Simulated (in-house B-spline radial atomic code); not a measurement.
RPA and G0W0 for the manganese ion Mn²⁺, [Ar] 3d5, highest spin, as one setting changes: the share of exact exchange in the PBE hybrid start. A dash marks a level of low quasi-particle weight. Computed with an all-electron radial atomic-structure program (B-spline basis): all electrons, scalar-relativistic (spin-free one-electron X2C), finite nucleus, each spin shell either full or empty, empty states to l = 9 with an (l + 1/2)⁻⁴ tail; G0W0 by contour deformation at full frequency.

```tsv
share of exact exchange in the PBE hybrid start	mean-field level (eV)	G0W0 level (eV)	RPA correlation (Eh)
0	-25.877	3d up -33.44	-1.5737
0.1	-26.825	3d up -33.59	-1.5535
0.2	-27.783	3d up -33.72	-1.5343
0.3	?	?	?
0.4	-29.728	3d up -33.88	-1.4982
0.5	-30.72	3d up -33.93	-1.4812
0.6	-31.71	3d up -33.96	-1.4649
0.7	-32.72	3d up -33.98	-1.4492
0.8	-33.73	3d up -33.99	-1.4339
0.9	?	?	?
1	-35.79	3d up -33.98	-1.405
```

Question: What belongs in the row for 0.9?

Answer: mean-field level (eV): -34.75; G0W0 level (eV): 3d up -33.99; RPA correlation (Eh): -1.4192.

Question: What belongs in the row for 0.3?

Answer: mean-field level (eV): -28.750; G0W0 level (eV): 3d up -33.82; RPA correlation (Eh): -1.5159.

Question: At what share of exact exchange does G0W0 leave the highest level unchanged?

Answer: Near 0.83, where the shift changes sign (-0.259 eV at 0.8, +0.766 eV at 0.9).
